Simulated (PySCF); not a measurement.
Compound: C5H4F2.
SMILES: `FC(F)C=C1C=C1`

Torsions of this conformer, `[F:1][CH:2]([F:3])[CH:4]=[C:5]1[CH:6]=[CH:7]1`: F1–C2–C4–C5 126°.

The closed-shell ground state was solved at several levels (PySCF, density fitting, gas phase, non-relativistic). The structure is a single PBE0-D3(BJ)/def2-SVP conformer in the gas phase; no vibrational or solvent corrections.

| level | basis functions | total energy (Eh) | HOMO (eV) | LUMO (eV) | gap (eV) | dipole (D) |
| --- | --- | --- | --- | --- | --- | --- |
| BLYP/pcSseg-1 | 139 | -392.3810 | -5.40 | -2.04 | 3.36 | 4.68 |
| PBE0/STO-3G | 39 | -386.8355 | -4.24 | 2.05 | 6.29 | 3.30 |
| PBE0/IGLO-III | 285 | -392.2474 | -6.66 | -1.22 | 5.44 | 5.07 |
| PBE0/aug-cc-pVDZ | 197 | -392.1345 | -6.66 | -1.22 | 5.44 | 5.08 |
| PBE0/def2-SVP | 118 | -391.7924 | -6.59 | -1.01 | 5.58 | 4.84 |
| PBE0/def2-TZVP | 241 | -392.2430 | -6.64 | -1.14 | 5.50 | 4.99 |
| PBE0/6-31G | 71 | -391.9713 | -6.52 | -0.85 | 5.67 | 5.16 |

Question: Estimate the row for LDA/pcSseg-1, a basis of 139 functions; the other rows only guide the guess.

Answer: Total energy -389.4420 Eh, HOMO -5.81 eV, LUMO -2.48 eV, gap 3.33 eV, dipole 4.80 D.

Question: Over all these levels, which gives the widest orbital gap and which the narrowest?

Answer: PBE0/STO-3G (global hybrid, 25 % exact exchange) has the widest, 6.29 eV, and LDA/pcSseg-1 (LDA) the narrowest, 3.33 eV. Functional and basis both differ between the two, so the spread mixes both effects.

Question: How much does the basis alone move the frontier levels among the 6 PBE0 rows?

Answer: The HOMO by 2.42 eV and the LUMO by 3.27 eV. By rising basis size (HOMO, LUMO in eV): STO-3G -4.24, 2.05; 6-31G -6.52, -0.85; def2-SVP -6.59, -1.01; aug-cc-pVDZ -6.66, -1.22; def2-TZVP -6.64, -1.14; IGLO-III -6.66, -1.22.

Question: How far do the dipole and the HOMO energy spread over the levels?

Answer: The dipole runs from 3.30 to 5.16 D (mean 4.74 D) and the HOMO from -6.66 to -4.24 eV.
